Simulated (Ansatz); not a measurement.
Ideal-gas functions of `BSC(=C)Cl` at 800 K and 1 bar, from an Ansatz frequency run at PBE0-D4/def2-TZVP.

Molar mass 106.39 g/mol, point group Cs (symmetry number 1), electronic degeneracy 1, moments of inertia 107.77, 189.612, 297.375 u Å². Harmonic wavenumbers (cm⁻¹, unscaled): 31, 230, 344, 370, 384, 546, 579, 700, 757, 824, 843, 915, 918, 1122, 1182, 1405, 1663, 2625, 2742, 3178, 3276.

Use S(trans) = R[1.5 ln M + 2.5 ln T − 1.1517]; rotational temperatures θ = 24.2544 K / I; S(rot) = R[ln(√π/σ · √(T³/θAθBθC)) + 1.5]; for each mode x = 1.438777 ν̃/T, S = R[x/(eˣ − 1) − ln(1 − e⁻ˣ)] and H = RT x/(eˣ − 1); 1 cm⁻¹ = 0.0119627 kJ/mol; R = 8.31446 J/(mol·K).

Problem. By hand: the entropy, in J/(mol·K).

Solution. Translation 187.6. Rotation: θ = 0.2251, 0.1279, 0.0816 K, giving 125.8. Vibration, mode by mode: 32.32, 15.71, 12.44, 11.85, 11.56, 8.79, 8.34, 6.93, 6.36, 5.77, 5.61, 5.05, 5.03, 3.76, 3.45, 2.52, 1.74, 0.43, 0.36, 0.18, 0.16, in all 148.4. Electronic 0.0. Sum 461.8 J/(mol·K).

Problem. By hand: H − E and G − E in kJ/mol, counted from the electronic energy.

Solution. Zero-point energy ½ × 24634 × 0.0119627 = 147.3; thermal vibration 58.3; translation, rotation and pV give 4 RT = 26.6. H − E = 232.2 kJ/mol, and G − E = 232.2 − 800 × 461.8/1000 = -137.2 kJ/mol.

Vibration gives 32 % of the entropy, 32.3 J/(mol·K) of it from the mode under 150 cm⁻¹: soft modes count most, and the harmonic formula is weakest for them. The sum counts one conformer and one mirror image; others add a mixing term.
